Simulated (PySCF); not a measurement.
# A survey of ¹⁵N NMR shifts

All values are calculated (PySCF): structure optimised with GFN2-xTB, shieldings: GIAO PBE0/pcSseg-1. Relativity neglected, no solvent model, averaged over atoms made equivalent by symmetry, fast rotation or ring inversion, one computed conformer.

Shieldings were converted by a linear fit to measured shifts: ¹⁵N (scatter 6.3 ppm rms vs CH3NO2, solution or neat liquid). A few per cent of atoms miss by over 2 rms, more outside the fitted compound classes.

Question: Give the ¹⁵N shifts of `CO[Si@H](O)Cn1cccc1`, `[H]/N=C\[C@H]1C=NCC1`, `c1ncon1`, `COC[Si@@H](O)n1cccc1`, `CC[C@@]1(CC#N)CO[SiH2]O1`, `CC[C@@H](C#N)[SiH2]OC(C)=O`.

Answer: 
```
                                            compound                             environment  δ (ppm)
                                 CO[Si@H](O)Cn1cccc1              pyrrole-type ring nitrogen   -234.5
[H]/[N:1]=[CH:2]\[C@H:3]1[CH:4]=[N:5][CH2:6][CH2:7]1                      N5: imine nitrogen    -30.7
[H]/[N:1]=[CH:2]\[C@H:3]1[CH:4]=[N:5][CH2:6][CH2:7]1                      N1: imine nitrogen    -61.9
                       [cH:1]1[n:2][cH:3][o:4][n:5]1  N5: pyridine-type nitrogen of an azole    -23.0
                       [cH:1]1[n:2][cH:3][o:4][n:5]1  N2: pyridine-type nitrogen of an azole   -132.3
                                COC[Si@@H](O)n1cccc1              pyrrole-type ring nitrogen   -220.7
                            CC[C@@]1(CC#N)CO[SiH2]O1                        nitrile nitrogen   -115.1
                          CC[C@@H](C#N)[SiH2]OC(C)=O                        nitrile nitrogen   -117.8
```
